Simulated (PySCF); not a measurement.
F4Te, SMILES F[Te+](F)(F)F, charge +1, multiplicity 2. Atoms are numbered in the order given.

```xyz
5

Te     0.0000     0.0000    -0.1871
F      0.0000    -1.9016    -0.4828
F      0.0000     1.9016    -0.4828
F      1.4063     0.0000     1.0233
F     -1.4063     0.0000     1.0233
```
Charge +1, spin multiplicity 2.

Geometry: PBE0-D3(BJ)/def2-SVP. The def2 effective core potentials stand for the cores of Te; spin–orbit coupling is left out.

Calculation: M06-2X/def2-TZVP (PySCF).

The molecule is in vacuum.

```yaml
total_energy: -666.94572 hartree
point_group: C2v
"α spin, highest occupied and lowest empty level": -19.16 and -8.99 eV
"β spin, highest occupied and lowest empty level": -21.36 and -12.80 eV
dipole_moment_about_the_centre_of_nuclear_charge: 0.487 e·Å
mean_static_polarisability: 35.5 bohr³ (5.26 Å³)
polarisability_principal_values: 27.2, 31.2, 48.0 bohr³
"⟨S²⟩": 0.768 (pure state 0.75)
```
